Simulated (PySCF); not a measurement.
## Dipole moment and polarisability of `O[SiH]1N[SiH2]N1`

Compound: H₆N₂OSi₂.
Cartesian coordinates in Å at the PBE0-D3(BJ)/def2-SVP level; atoms count from 1:
```
atom  x, y, z in Å
O1     2.154   -0.454    0.451
Si2    0.821    0.054   -0.392
N3    -0.329    1.050    0.461
Si4   -1.657   -0.047    0.175
N5    -0.481   -1.090   -0.586
H6     1.969   -0.860    1.304
H7     1.425    0.615   -1.625
H8    -0.275    1.979    0.850
H9    -2.742    0.466   -0.720
H10   -2.325   -0.598    1.398
H11   -0.561   -1.953   -1.103
```

Level: CAM-B3LYP/def2-SVPD (PySCF), static field, nuclei fixed, core orbitals frozen in the response. The polarisability tensor in these axes (au):

```
x   75.78  0.12 -2.57
y    0.12 59.92 -0.51
z   -2.57 -0.51 61.16
```

Q: Diagonalise the tensor; give its mean and Δα, where Δα² is half the sum of the squared differences of the eigenvalues.

A: Principal values 59.69, 60.95 and 76.22 au; mean 65.62 au = 9.72 Å³ = 10.82 × 10⁻⁴⁰ C²·m²/J; Δα = 15.94 au (24 % of the mean).

Q: What is the dipole moment, and where does it point?

A: (-1.09, -0.23, 0.63) D, 1.28 D in size, pointing from the negative to the positive side. Measured along this direction, the outermost atoms are H7 at the negative end and H10 at the positive end.

Q: Directions of the eigenvectors, and the extent of the frame along each?

A: Largest value along (0.99, 0.01, -0.17), where the nuclei span 4.62 Å; middle along (0.16, -0.43, 0.89), 3.32 Å; least along (0.06, 0.91, 0.42), 4.40 Å. The strongest response lies along the longest span, while the other two are in reverse order.

Q: What are the principal values of the traceless quadrupole moment, Θ = ½Σq(3rr − r²1), about the centre of nuclear charge?

A: -9.03, 0.56, 8.47 D·Å. The values depend on the origin, since the dipole doesn't vanish. The electronic extent ⟨r²⟩ about the same centre is 637 bohr², a root-mean-square distance of 1.78 Å for the 56 electrons.

Q: Form Σ f/ω² (atomic units) for the 10 lowest TDDFT singlets, given as eV and f, and set it beside the mean polarisability, which is this sum over all singlets: 6.24, 0.0280; 6.45, 0.0003; 6.84, 0.0018; 7.27, 0.0060; 7.50, 0.0013; 7.86, 0.0671; 7.87, 0.0002; 7.94, 0.0002; 8.07, 0.0100; 8.15, 0.0000.

A: They add up to 1.59 au, 2.4 % of the 65.62 au; the largest single term is 0.80 au, from the state at 7.86 eV. Terms in order: 0.53, 0.00, 0.03, 0.08, 0.02, 0.80, 0.00, 0.00, 0.11, 0.00 au. Higher excitations give the rest. The strengths listed sum to 0.115.

The structure is a single PBE0-D3(BJ)/def2-SVP conformer in the gas phase; no vibrational or solvent corrections.
